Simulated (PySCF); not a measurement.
Electron correlation in Si²⁺ (silicon, charge +2)

[Ne] 3p2, high-spin 3P determinant (an excited configuration). Computed with PySCF 2.14 in aug-cc-pV(T+d)Z, with no relativity, point nucleus. Frozen: [Ne]; 2 electrons correlated.

With two correlated electrons CCSD is exact within the correlated space (frozen core and kept virtual orbitals).

```json
{"level": "CCSD", "correlation energy (mhartree)": "-10.38"}
```

Diagnostics: T1 = 0.0014, D1 = 0.0019, largest double amplitude 0.067.

**Question.** Is a single reference adequate?

**Answer.** Yes: T1 lies below 0.03 and no double amplitude reaches 0.07.
